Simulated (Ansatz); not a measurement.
The cluster Ga₃H₅. Total charge 0; singlet. Geometry r2SCAN-D4/def2-SVP, basis def2-TZVP, Ansatz.

```
atom   x (Å)   y (Å)   z (Å)
 Ga1   1.187  -0.579   0.289
 Ga2  -0.898   0.535  -0.856
 Ga3  -0.783   0.130   1.553
  H4  -1.339   0.945  -2.304
  H5   2.580  -1.147  -0.157
  H6  -1.488   0.240   2.947
  H7  -0.090  -1.074  -0.880
  H8   0.831   0.951  -0.591
```

```json
{"run": "A", "HOMO (eV)": "-8.33", "LUMO (eV)": "0.07"}
{"run": "B", "HOMO (eV)": "-5.69", "LUMO (eV)": "-2.35"}
{"run": "C", "HOMO (eV)": "-5.22", "LUMO (eV)": "-2.75"}
{"run": "D", "HOMO (eV)": "-5.43", "LUMO (eV)": "-2.56"}
{"run": "E", "HOMO (eV)": "-6.06", "LUMO (eV)": "-1.99"}
```

LC-ωPBE has ω = 0.4 bohr⁻¹. HSE06 is defined as in plane-wave codes, on full-range PBE exchange. Another isomer (singlet) lies 0.09 eV lower at PBE0-D4/def2-TZVP; other spin states weren't run for this one.

**Question.** The runs used HSE06, LC-ωPBE, PBE, PBE0, r2SCAN. Estimate which is which.

**Answer.** A LC-ωPBE (range-separated); B HSE06 (range-separated); C PBE (0 % exact exchange); D r2SCAN (0 % exact exchange); E PBE0 (25 % exact exchange). Exact exchange lowers occupied and raises empty levels; among semilocal functionals meta-GGAs tend to open the gap a little, and such runs are hard to tell apart. The gap grows from 2.47 eV (PBE) to 8.40 eV (LC-ωPBE).
